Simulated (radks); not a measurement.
Results of a calculation; reference values are marked as such.
The vanadium ion V2+, configuration [Ar] 3d3.

Level of theory: non-relativistic Kohn-Sham, LDA (Slater exchange, Perdew-Wang correlation), spin-polarised, spherical densities, point nucleus; open shells are filled with parallel spins first (a radial shooting solver on a logarithmic mesh with Libxc functionals).

Energy parts (eV):
| part | energy |
|---|---|
| total | -25603.822 |
| kinetic | 25569.775 |
| electron-nucleus | -60412.670 |
| Hartree | 10398.103 |
| exchange-correlation | -1159.030 |

Orbitals (lengths in bohr, moments of r in powers of bohr):
| orbital | occ. | eigenvalue (eV) | <1/r> | <r^4> | <r^2> |
|---|---|---|---|---|---|
| 1s up | 1 | -5328.742 | 22.48 | 0.00009367 | 0.006053 |
| 1s down | 1 | -5328.747 | 22.48 | 0.00009367 | 0.006053 |
| 2s up | 1 | -610.1986 | 4.720 | 0.02320 | 0.1150 |
| 2s down | 1 | -609.0507 | 4.726 | 0.02307 | 0.1147 |
| 2p up | 3 | -518.1277 | 4.670 | 0.01797 | 0.09363 |
| 2p down | 3 | -517.2447 | 4.676 | 0.01783 | 0.09331 |
| 3s up | 1 | -86.3574 | 1.471 | 1.816 | 1.058 |
| 3s down | 1 | -83.5029 | 1.467 | 1.839 | 1.063 |
| 3p up | 3 | -61.3972 | 1.350 | 2.596 | 1.220 |
| 3p down | 3 | -58.5957 | 1.345 | 2.660 | 1.231 |
| 3d up | 3 | -22.6728 | 1.019 | 10.58 | 2.139 |
| 3d down | 0 | -20.0872 | 0.9978 | 12.81 | 2.309 |

The highest occupied level is 3d up at -22.673 eV. The density falls to 0.001 e/bohr^3 at r = 3.12 bohr. Virial ratio -V/T = 2.00133.
